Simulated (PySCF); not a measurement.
## Correlation energy of Lu (lutetium, neutral)

[Xe] 4f14 6s2 6p1, 2P determinant (an excited configuration). All numbers are calculated (PySCF 2.14, the spin-free X2C one-electron Hamiltonian (Gaussian nucleus), in x2c-TZVPPall with one added diffuse shell each of s, p, d type (12s8p8d2f2g, 108 functions)). Frozen: [Ar] 3d10; 43 electrons correlated.

MP2 pair energies summed by pair of shells (mhartree):

| pair | energy | share (%) |
| --- | --- | --- |
| 4f-4f | -307.31 | 29.3 |
| 4f-5p | -226.44 | 21.6 |
| 5p-5p | -112.19 | 10.7 |
| 4d-4d | -84.89 | 8.1 |
| 4d-4f | -69.29 | 6.6 |
| 5p-6s | -32.28 | 3.1 |
| 4f-5s | -30.79 | 2.9 |
| 4p-4f | -29.41 | 2.8 |
| 4d-5s | -18.16 | 1.7 |
| 4f-6s | -18.10 | 1.7 |
| 5s-5p | -17.83 | 1.7 |
| 4s-4d | -15.47 | 1.5 |
| 4d-5p | -14.44 | 1.4 |
| 4p-4d | -14.20 | 1.4 |
| 6s-6s | -13.15 | 1.3 |
| 6s-6p | -8.70 | 0.8 |
| 4p-4p | -7.02 | 0.7 |
| 5s-5s | -5.14 | 0.5 |
| 4p-5p | -5.04 | 0.5 |
| 5p-6p | -4.81 | 0.5 |
| 4s-4f | -3.26 | 0.3 |
| 4f-6p | -3.21 | 0.3 |
| 5s-6s | -1.71 | 0.2 |
| 4s-4p | -1.58 | 0.2 |
| 4d-6s | -1.55 | 0.1 |
| 4p-5s | -1.44 | 0.1 |
| 4s-4s | -1.07 | 0.1 |
| 4s-5s | -0.50 | 0.0 |
| 4s-5p | -0.27 | 0.0 |
| 5s-6p | -0.23 | 0.0 |

Total MP2 correlation energy: -1049.9 mhartree.

Same-spin part -396.12 and opposite-spin part -653.76 mhartree; SCS-MP2 scales them by 1/3 and 6/5 to -916.56 mhartree.

This basis was not built for core-valence correlation, so the inner-shell part is incomplete.
